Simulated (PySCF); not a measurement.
## Ionising TlCd

PBE; Tl def2-SVP with ECP60, Cd def2-SVP with ECP28; scalar-relativistic core potentials (PySCF 2.14). Neutral (UKS): doublet (π ↑), Re = 3.080 Å, ωe = 74.1 cm⁻¹, De = 0.31 eV, HOMO -2.83 eV, LUMO -2.70 eV.

TlCd⁺ (UKS): singlet (closed shell), Re = 3.289 Å, ωe = 67.5 cm⁻¹. The energies at the minima are -340.28795 hartree for TlCd and -340.09842 for TlCd⁺.

Question: Work out the adiabatic ionisation energy, without and with harmonic zero-point energies (1 hartree = 27.2114 eV, 1 eV = 8065.5 cm⁻¹), and the change of the bond length.

Answer: At PBE: 0.18953 hartree = 5.157 eV between the minima; the zero-point term (67.5 − 74.1)/2 cm⁻¹ = -0.000 eV makes it 5.157 eV. Re changes by +20.9 pm against the neutral. The electron leaves a π orbital, and the longer bond of the ion fits a bonding orbital, or a change in how ionic the bond is.

Closed-shell solutions of metal pairs were not tested for spin polarisation, which can lower them a little. Weak bonds: TlCd. Basis-set superposition, not corrected here, can be much of De in a small basis, most of all at correlated wavefunction levels. These are scalar-relativistic numbers at best; spin–orbit coupling would shift them, the dissociation energy most. States were picked by a PBE0 search and need not be the measured ground states.
